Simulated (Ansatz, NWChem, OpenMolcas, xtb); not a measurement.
A ladder of methods for GaSiH4OF (SMILES [F][GaH][O][SiH3])

GaSiH4OF has 8 atoms, charge 0, and is taken as a singlet. As SMILES, `[F][GaH][O][SiH3]`. The shape is that of a PBE0-D4/def2-TZVP optimisation. This is one conformer, not always the lowest.

```
atom    x (Å)    y (Å)    z (Å)
   F   0.8571   1.4720   1.8462
  Ga   1.3239   1.2202   0.1775
   O   0.3222   0.0248  -0.6440
  Si  -0.9528  -0.9458  -0.2991
   H   2.4931   1.9842  -0.4631
   H  -1.2875  -1.7172  -1.5232
   H  -0.6186  -1.8943   0.7969
   H  -2.1373  -0.1438   0.1088
```

Each level gives the HOMO–LUMO gap (eV). The values are calculated.

| level | kind | program | value (eV) | CPU time |
| --- | --- | --- | --- | --- |
| GFN0-xTB | semi-empirical | xtb | 5.13 | under 2 s |
| GFN1-xTB | semi-empirical | xtb | 5.77 | under 2 s |
| HF/6-31G* (spherical functions) | Hartree–Fock | Ansatz | 13.80 | 3.6 s |
| SVWN5/6-31G* (spherical functions) | LDA | NWChem | 5.22 | 42 s |
| revPBE/6-31G* (spherical functions) | GGA | Ansatz | 5.46 | 5.8 s |
| M06-L/6-31G* (spherical functions) | meta-GGA | OpenMolcas | 6.00 | 68 s |
| r2SCAN0/6-31G* (spherical functions) | hybrid meta-GGA | Ansatz | 8.07 | 13 s |
| CAM-B3LYP/6-31G* (spherical functions) | range-separated hybrid | Ansatz | 9.91 | 9 s |
| PBE-QIDH/6-31G* (spherical functions) | double hybrid | Ansatz | 11.47 | 11 s |

All-electron rows without a relativistic Hamiltonian named are non-relativistic. The values span 5.13 to 13.80 eV. Orbital gaps aren't excitation energies, and those of double hybrids come from the SCF part alone; they tend to grow with the share of exact exchange. Times are those of the runs behind each value, whatever else they computed, on shared processors of several kinds: orders of magnitude only.
